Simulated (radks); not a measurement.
Results of a calculation; reference values are marked as such.
Cu9+, 20 electrons, occupied as [Ar] 3d2. Code: a radial shooting solver on a logarithmic mesh with Libxc functionals. Model: non-relativistic Kohn-Sham, LB94 model potential, spin-polarised, spherical densities, point nucleus; open shells are filled with parallel spins first.

Unscreened Slater integrals over Kohn-Sham orbitals (eV). They are taken over the spin-up orbitals.

F0(3d,3d): 38.396
F2(3d,3d): 19.009
F4(3d,3d): 12.098
F0(3d,3p): 37.288
F2(3d,3p): 18.158
G1(3d,3p): 21.351
G3(3d,3p): 13.555
F0(3d,3s): 37.289
G2(3d,3s): 16.288
F0(3d,2p): 50.624
F2(3d,2p): 12.350
G1(3d,2p): 10.243
G3(3d,2p): 5.8568
F0(3p,3p): 36.718
F2(3p,3p): 18.579
F0(3p,3s): 36.700
G1(3p,3s): 24.317
F0(3p,2p): 49.302
F2(3p,2p): 10.746
G0(3p,2p): 4.2058
G2(3p,2p): 4.4791
F0(3s,3s): 36.734
F0(3s,2p): 48.553
G1(3s,2p): 4.2666
F0(2p,2p): 120.13
F2(2p,2p): 56.824

Derived for the open shells (J is the average intra-shell exchange parameter used in DFT+U). 3d: Racah B = F2/49 - 5 F4/441 = 0.2508 eV, C = 35 F4/441 = 0.9601 eV, C/B = 3.83, F4/F2 = 0.636, J = (F2 + F4)/14 = 2.222 eV.
